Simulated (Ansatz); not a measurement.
Al(phosphinine)H3 (C₅H₈AlP). The state is a triplet with charge 0. Geometry PBE-D4/def2-SVP, that of the neutral singlet; atoms count from 1.

```tsv
atom	x (Å)	y (Å)	z (Å)
Al1	2.306	-2.118	-0.876
P2	0.524	-0.478	-0.231
C3	-1.083	-0.822	0.329
C4	-1.988	0.179	0.701
C5	-1.691	1.553	0.661
C6	-0.450	2.060	0.239
C7	0.616	1.255	-0.181
H8	-1.384	-1.880	0.382
H9	-2.991	-0.127	1.044
H10	-2.470	2.266	0.973
H11	-0.308	3.154	0.237
H12	1.560	1.722	-0.503
H13	3.028	-1.196	-1.984
H14	1.302	-3.288	-1.349
H15	3.028	-2.278	0.558
```

At PBE0-D4/def2-TZVP a singlet of charge 0 lies 3.08 eV below the triplet at the same geometry.

Question: Estimate the Mulliken populations from the PBE0/def2-TZVP orbitals of Ansatz.

Answer: 
```csv
atom,charge (e),spin (α − β)
Al1,0.14,-0.02
P2,0.13,0.93
C3,-0.14,0.30
C4,-0.15,-0.10
C5,-0.06,0.66
C6,-0.15,-0.10
C7,-0.14,0.31
H8,0.16,-0.02
H9,0.14,0.00
H10,0.14,-0.04
H11,0.14,0.00
H12,0.16,-0.02
H13,-0.14,0.02
H14,-0.14,0.01
H15,-0.12,0.07
```
Mulliken values depend strongly on the basis.

Question: Where does the spin sit?

Answer: Summed by element: Al -0.02, P 0.93, C 1.07, H 0.03, of 2 unpaired in all. Largest on single atoms: P2 0.93, C5 0.66, C7 0.31.

Question: And the Mayer bond orders between heavy atoms (over 0.3)?

Answer: Al1–P2 0.65 (2.51 Å); P2–C3 0.94 (1.74 Å); P2–C7 0.94 (1.74 Å); C3–C4 1.71 (1.40 Å); C4–C5 1.22 (1.41 Å); C5–C6 1.22 (1.41 Å); C6–C7 1.71 (1.40 Å).
